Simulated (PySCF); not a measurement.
Spin-rotation constants: `CC(C)[C@H](F)C[SiH3]`, C5H13FSi

Molfile (atoms numbered from 1):
```
C5H13FSi
     RDKit          3D

 20 19  0  0  0  0  0  0  0  0999 V2000
   -1.3842    1.1356   -0.0636 C   0  0  0  0  0  0  0  0  0  0  0  0
   -0.7183   -0.1066    0.5194 C   0  0  0  0  0  0  0  0  0  0  0  0
   -1.7691   -1.0405    1.1198 C   0  0  0  0  0  0  0  0  0  0  0  0
    0.0891   -0.8538   -0.5461 C   0  0  2  0  0  0  0  0  0  0  0  0
    0.6917   -1.9505    0.0598 F   0  0  0  0  0  0  0  0  0  0  0  0
    1.1826   -0.0452   -1.2282 C   0  0  0  0  0  0  0  0  0  0  0  0
    2.4711    0.7072   -0.0396 Si  0  0  0  0  0  4  0  0  0  0  0  0
   -2.0413    1.5829    0.6783 H   0  0  0  0  0  0  0  0  0  0  0  0
   -1.9826    0.8728   -0.9341 H   0  0  0  0  0  0  0  0  0  0  0  0
   -0.6492    1.8801   -0.3570 H   0  0  0  0  0  0  0  0  0  0  0  0
   -0.0241    0.1939    1.3118 H   0  0  0  0  0  0  0  0  0  0  0  0
   -1.2988   -1.9377    1.5143 H   0  0  0  0  0  0  0  0  0  0  0  0
   -2.4928   -1.3351    0.3618 H   0  0  0  0  0  0  0  0  0  0  0  0
   -2.2999   -0.5435    1.9282 H   0  0  0  0  0  0  0  0  0  0  0  0
   -0.5969   -1.2842   -1.2920 H   0  0  0  0  0  0  0  0  0  0  0  0
    1.6974   -0.7212   -1.9144 H   0  0  0  0  0  0  0  0  0  0  0  0
    0.7185    0.7244   -1.8433 H   0  0  0  0  0  0  0  0  0  0  0  0
    2.8895   -0.2822    0.9477 H   0  0  0  0  0  0  0  0  0  0  0  0
    1.9006    1.8825    0.6284 H   0  0  0  0  0  0  0  0  0  0  0  0
    3.6116    1.1318   -0.8542 H   0  0  0  0  0  0  0  0  0  0  0  0
  1  2  1  0
  2  3  1  0
  2  4  1  0
  4  5  1  0
  4  6  1  0
  6  7  1  0
  1  8  1  0
  1  9  1  0
  1 10  1  0
  2 11  1  0
  3 12  1  0
  3 13  1  0
  3 14  1  0
  4 15  1  6
  6 16  1  0
  6 17  1  0
  7 18  1  0
  7 19  1  0
  7 20  1  0
M  END
```

Computed with GIAO BHandHLYP/pcSseg-1 magnetisability, rotational g tensor and spin-rotation constants, non-relativistic, gas phase in PySCF 2.14.0. Geometry: GFN2-xTB.

(1) Give the nuclear spin-rotation constants along the inertial axes (H = +C I·J) beside the isotropic shieldings.

(2) How do the rotational constants and the g tensor change when H8, H9, H10, H11, H12, H13, H14, H15, H16, H17, H18, H19, H20 are replaced by deuterium?

## Answers

(1) Rotational constants 2.9093, 1.3828, 1.1365 GHz. A star marks the isotopologue with that one atom substituted, in its own axes.
| atom | isotope | Caa (kHz) | Cbb (kHz) | Ccc (kHz) | mean (kHz) | σ (ppm) |
| --- | --- | --- | --- | --- | --- | --- |
| F5 | 19F | 1.374 | 0.719 | 0.534 | 0.876 | 387.5 |
| H8 | 1H | -0.182 | -0.097 | -0.083 | -0.120 | 30.9 |
| H9 | 1H | -0.279 | -0.158 | -0.005 | -0.147 | 31.4 |
| H10 | 1H | -0.029 | -0.106 | -0.132 | -0.089 | 30.8 |
| H11 | 1H | -0.217 | -0.163 | -0.002 | -0.127 | 30.4 |
| H12 | 1H | -0.302 | 0.006 | -0.097 | -0.131 | 30.0 |
| H13 | 1H | -0.195 | -0.167 | -0.024 | -0.129 | 31.2 |
| H14 | 1H | -0.216 | -0.096 | -0.067 | -0.126 | 30.9 |
| H15 | 1H | -0.151 | -0.142 | 0.013 | -0.093 | 27.5 |
| H16 | 1H | -0.244 | -0.067 | -0.077 | -0.129 | 30.5 |
| H17 | 1H | -0.326 | -0.049 | -0.073 | -0.149 | 31.0 |
| H18 | 1H | -0.271 | -0.032 | -0.035 | -0.113 | 28.0 |
| H19 | 1H | -0.243 | 0.009 | -0.082 | -0.105 | 28.1 |
| H20 | 1H | 0.063 | -0.133 | -0.088 | -0.053 | 28.3 |
| C1 | 13C* | 0.429 | 0.184 | 0.172 | 0.261 | 167.0 |
| C2 | 13C* | 0.517 | 0.237 | 0.184 | 0.312 | 150.3 |
| C3 | 13C* | 0.400 | 0.209 | 0.174 | 0.261 | 164.9 |
| C4 | 13C* | 0.838 | 0.315 | 0.307 | 0.487 | 88.8 |
| C6 | 13C* | 0.366 | 0.188 | 0.176 | 0.244 | 170.9 |
| Si7 | 29Si* | -1.547 | -0.742 | -0.583 | -0.957 | 435.3 |

For the geometry as given, no vibrational averaging.

(2) Constants 2.3829, 1.1491, 0.9671 GHz; g -0.0118, -0.0039, -0.0065, against -0.0142, -0.0047, -0.0075 before.
